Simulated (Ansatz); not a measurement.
Stepwise reaction of `[I][GeH2][I]` with hydrogen, as a gas-phase model of exchange steps in deposition or etching. ΔE in kJ/mol; ΔG adds harmonic PBE0-D4 terms to CCSD(T)/CBS, at 1 bar.

Gas-phase electronic energies from Ansatz, PBE0-D4/def2-TZVP geometries. CBS: MP2 limit from def2 TZ/QZ plus the TZ coupled-cluster correction, frozen cores. This one scheme is used for every species. DFT in def2-TZVPP. B3LYP here is the variant with VWN-RPA as its local correlation; programs differ in this. Elements past krypton have def2 core potentials. For Ge, I outer-core shells are correlated without core-valence functions, which leaves a few kJ/mol of doubt a bond. Scalar relativity is left out up to krypton.

```
step                      reaction  PBE-D4  B3LYP-D4  ωB97M-V  CCSD(T)/CBS  ΔG(600 K)
   2  `[GeH3][I]` + H₂ → GeH₄ + HI    62.6      61.0     59.9         63.4       60.2
```

Q: Give the row of step 1, `[I][GeH2][I]` + H₂ → `[GeH3][I]` + HI. (Best estimate.)

A: Ansatz gave: 
```
step                                reaction  PBE-D4  B3LYP-D4  ωB97M-V  CCSD(T)/CBS  ΔG(600 K)
   1  `[I][GeH2][I]` + H₂ → `[GeH3][I]` + HI    66.6      64.3     59.3         65.5       57.2
```

Q: By hand: ΔE of the 2 steps together at CCSD(T)/CBS.

A: (65.5) + (63.4) = 128.9 kJ/mol, or 64.5 kJ/mol a step.

In ΔE the steps differ by no more than 2.1 kJ/mol. All are uphill at CCSD(T)/CBS. ΔG lies between 57.2 and 60.2 kJ/mol a step. PBE-D4 differs from CCSD(T)/CBS by -0.8 to 1.1 kJ/mol a step. Isolated molecules leave out the surface, adducts and barriers. Largest T1 diagnostic: 0.012.
